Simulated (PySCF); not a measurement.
Simulated Si 1s region for `F[SiH2]N([SiH3])[SiH3]`, binding energy against the vacuum level.

Every computed line was given a Gaussian of 0.5 eV full width at half maximum and an area set by the number of equivalent atoms; the highest printed point is 100. Level of theory: delta-SCF UKS SCAN, pcX-2 on the ionised atom, pcseg-1 elsewhere, spin-free X2C in PySCF.

binding energy (eV), intensity and a bar:
```
   1846.3          0 
   1846.4          1 
   1846.5          5 #
   1846.6         13 ####
   1846.7         30 #########
   1846.8         56 #################
   1846.9         84 #########################
   1847.0        100 ##############################
   1847.1         96 #############################
   1847.2         73 ######################
   1847.3         45 ##############
   1847.4         23 #######
   1847.5         13 ####
   1847.6         14 ####
   1847.7         24 #######
   1847.8         37 ###########
   1847.9         48 ##############
   1848.0         50 ###############
   1848.1         41 ############
   1848.2         27 ########
   1848.3         15 ####
   1848.4          6 ##
   1848.5          2 #
   1848.6          1 
   1848.7          0
```

**Question.** How many maxima does the curve show, and how many computed lines lie under it?

**Answer.** The curve has 2 maxima (at 1847.0 and 1848.0 eV). Under it lie 2 lines from 2 inequivalent silicon sites.

**Question.** Decompose the envelope and assign each component. Numbering: `[F:1][SiH2:2][N:3]([SiH3:4])[SiH3:5]`.

**Answer.** 
```csv
position (eV),relative area,line,atoms,environment
1847.03,2,Si 1s,Si4/Si5,SiH3 silicon
1847.97,1,Si 1s,Si2,fluorine-bound silicon
```

**Question.** What are the centre and the root-mean-square width of the whole band?

**Answer.** The area-weighted mean of the lines is 1847.34 eV. Their own spread about it is 0.44 eV (rms) and each Gaussian has σ = 0.5/2.355 = 0.21 eV; the variances add, which gives 0.49 eV.

The listed Si 1s values span 0.94 eV, from Si4/Si5 (bonded to N and 3 H) to Si2 (bonded to F, N and 2 H).

Shake-up satellites, vibrational structure and lifetime widths aren't simulated. The first atom of each set that the bonding makes equivalent was ionised and stands for the set. One conformer (not necessarily the lowest) at the GFN2-xTB geometry, without solvent, vibrations or thermal averaging.

Time: 38 s; peak memory 0.47 GiB. Hardware: an Intel Xeon 6975P-C with one thread, no GPU, shared host.

Conformer computed: `[F:1][SiH2:2][N:3]([SiH3:4])[SiH3:5]`: F1–Si2–N3–Si4 81°.
